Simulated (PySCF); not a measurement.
Species: C2H6BFO.
SMILES with atom numbers: `[BH2:1][O:2][C@H:3]([CH3:4])[F:5]` (hydrogens: H6, H7 on B1; H8 on C3; H9, H10, H11 on C4)

A GFN2-xTB structure with every atom displaced at random (by about 0.01 Å) was refined with PySCF 2.14.0, PBE0-D3(BJ)/def2-SVP geometry optimisation, gas phase. Values at the start:

```json
{"coordinate": "B1–O2", "start": "1.359 Å"}
{"coordinate": "B1–H6", "start": "1.155 Å"}
{"coordinate": "O2–C3", "start": "1.397 Å"}
{"coordinate": "C3–C4", "start": "1.483 Å"}
{"coordinate": "C3–F5", "start": "1.376 Å"}
{"coordinate": "C3–H8", "start": "1.103 Å"}
{"coordinate": "C4–H9", "start": "1.060 Å"}
{"coordinate": "B1–O2–C3", "start": "124.7°"}
{"coordinate": "O2–C3–C4", "start": "110.0°"}
{"coordinate": "O2–C3–F5", "start": "106.6°"}
{"coordinate": "C4–C3–F5", "start": "110.8°"}
{"coordinate": "B1–O2–C3–C4", "start": "-144°"}
```

Q: How do these coordinates change at the PBE0-D3(BJ)/def2-SVP level?

A: 
```csv
coordinate,PBE0-D3(BJ)/def2-SVP (Å or °),change
B1–H6,1.213,+0.058
C4–H9,1.099,+0.039
C3–C4,1.502,+0.019
C3–F5,1.364,-0.012
B1–O2,1.348,-0.011
C3–H8,1.106,+0.003
O2–C3,1.396,-0.001
B1–O2–C3,121.9,-2.8
C4–C3–F5,109.6,-1.2
O2–C3–F5,107.5,+0.9
O2–C3–C4,110.0,0.0
B1–O2–C3–C4,-147,-3
```

The energy falls by 2.9 kcal/mol over 10 energy and gradient evaluations, the largest force component goes from 0.0317 to 2.0e-04 Eh/bohr, and the atoms move by 0.051 Å rms after alignment. The bond that changes most is B1–H6 (three-coordinate boron to B–H hydrogen), which lengthens by 0.058 Å. Bonds longer at the end by more than 0.005 Å: 4 of 10; shorter: 3. Rotational constants go from 8681, 4006, 3041 to 8714, 4032, 3067 MHz.

The run used 100 basis functions and 62 SCF cycles in all.

No PBE0-D3(BJ)/def2-SVP frequencies stand behind this structure, so it isn't proved a minimum. One conformer, not necessarily the lowest.

Conformer computed: `[BH2:1][O:2][C@H:3]([CH3:4])[F:5]`: B1–O2–C3–C4 -147°.
